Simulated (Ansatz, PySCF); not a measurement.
Molecule: CaF$_{2}$, net charge 0, singlet state. 
Coordinates optimised at B3LYP-D3(BJ)/def2-TZVP (Ansatz, a program for electronic structure):
```xyz
3

Ca     0.1079     0.1864     0.1914
F     -0.3681     1.2191    -1.4614
F      0.1283    -1.6332     1.0361
```
Charge 0, spin multiplicity 1.

Dipole moments at this geometry, in debye (magnitudes).

```csv
level,program,dipole (D)
M06-L/def2-TZVPD,PySCF,4.19
MN15/def2-TZVPD,PySCF,4.31
CAM-B3LYP/def2-TZVPD,PySCF,4.29
LC-wPBE/def2-TZVPD,Ansatz,4.31
CCSD(T)/def2-SVPD,Ansatz,…
```

Complete the blanks.


- CCSD(T)/def2-SVPD, dipole (D): 4.51
